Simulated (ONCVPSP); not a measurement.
## Building the ONCV potential for Ti (Z = 22) (PBE, scalar-relativistic).

titanium (Ti), optimised norm-conserving Vanderbilt (ONCV), made with ONCVPSP 4.0.1 (PBE, scalar-relativistic). Core [Ne], reference 3s2 3p6 3d2 4s2. Waves: 3s+4s: rc 1.85 bohr, ncon 4, nbas 7, qcut 5.1 1/bohr, 2 projectors; 3p: rc 1.40 bohr, ncon 4, nbas 7, qcut 11.6 1/bohr, 2 projectors, debl 2.1 Ha; 3d: rc 1.95 bohr, ncon 4, nbas 9, qcut 9.1 1/bohr, 2 projectors, debl 3 Ha; f scattering state at 0.06 Ha: rc 1.75 bohr, ncon 3, nbas 7, qcut 7.1 1/bohr, 2 projectors, debl 3.2 Ha. Local part: polynomial inside 0.90 bohr (lpopt 5, dvloc0 1 Ha). Core correction: Teter function, fcfact 3, rcfact 1.55.

All-electron outer shells of the reference configuration (PBE, scalar-relativistic, ld1.x):

```csv
shell,level (eV),outermost node (bohr),outermost maximum (bohr)
2p,-444.26,–,0.22
3s,-62.63,0.40,0.87
3p,-38.86,0.37,0.90
4s,-4.47,1.24,2.92
3d,-4.26,–,0.98
```

Q: Estimate the cutoffs (Ha) at which the residual kinetic energy of the hardest occupied pseudo-wave falls to 1 and 0.1 mHa per electron.

A: 28 Ha and 36 Ha.

Q: What does a ghost test show?

A: No bound ghost flagged; no localised positive-energy state flagged.

Q: Tests: 3s2 3p6 3d2 4s1; 3s2 3p6 3d2 4s0; 3s2 3p6 3d1 4s0; 3s2 3p6 3d2.5 4s1.5. Which has the largest error in its energy relative to the reference configuration, and how large is it?

A: 3s2 3p6 3d1 4s0, with +59 meV (all-electron minus pseudo) on +47.87 eV.
